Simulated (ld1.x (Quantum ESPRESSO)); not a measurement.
## Which change was made? (Si, TM)

* Element: silicon
* Generator: ld1.x (Quantum ESPRESSO) 7.5
* Type: norm-conserving Troullier–Martins (Kleinman–Bylander form)
* Functional: PBE
* Relativity: scalar-relativistic
* Frozen core: [Ne]
* Valence charge: 4
* Reference configuration: 3s2 3p2
* Partial waves: 3s (bound): rc 1.65 bohr; 3p (bound): rc 1.65 bohr
* Local potential: the p channel
* Core correction: Bessel-smoothed model core inside 1.55 bohr

Cutoffs, loose and tight: the cutoffs (Ry, on a coarse ladder) from which the occupation-weighted sum of valence levels, in a spherical-Bessel basis at the reference potential, stays within 10 and 1 mRy of its value at 400 Ry. They do not see the model core or the augmentation charge, which bear on the density cutoff. Test errors are all-electron minus pseudo excitation energies from the reference, over the configurations 3s2 3p1; 3s2 3p0; 3s1 3p0; 3s2 3p1.5; 3s1 3p3; 3s0 3p4; 3s1 3p2; variants that change the core or the reference have their own tests.

The base gives: outcome: generated; cutoff, loose: 15 Ry; cutoff, tight: 40 Ry; bound ghosts: none; largest test error (meV): +89.

(1) After one change the result is: outcome: generated; cutoff, loose: 25 Ry; cutoff, tight: 45 Ry; bound ghosts: none; largest test error (meV): +86. Which change was it?
A. all radii but the core radius scaled by about 1.41 (s 2.32, p 2.32 bohr)
B. all radii but the core radius scaled by about 0.96 (s 1.58, p 1.58 bohr)
C. all radii but the core radius scaled by about 0.75 (s 1.24, p 1.24 bohr)
D. all radii but the core radius scaled by about 1.26 (s 2.08, p 2.08 bohr)

Answers

(1) B. The others give: all radii but the core radius scaled by about 1.26 (s 2.08, p 2.08 bohr) → outcome: generated; cutoff, loose: 12 Ry; cutoff, tight: 30 Ry; bound ghosts: none; largest test error (meV): +93 | all radii but the core radius scaled by about 0.75 (s 1.24, p 1.24 bohr) → outcome: generated; cutoff, loose: 80 Ry; cutoff, tight: 160 Ry; bound ghosts: none; largest test error (meV): +97 | all radii but the core radius scaled by about 1.41 (s 2.32, p 2.32 bohr) → outcome: generated; cutoff, loose: 10 Ry; cutoff, tight: 30 Ry; bound ghosts: none; largest test error (meV): +87.
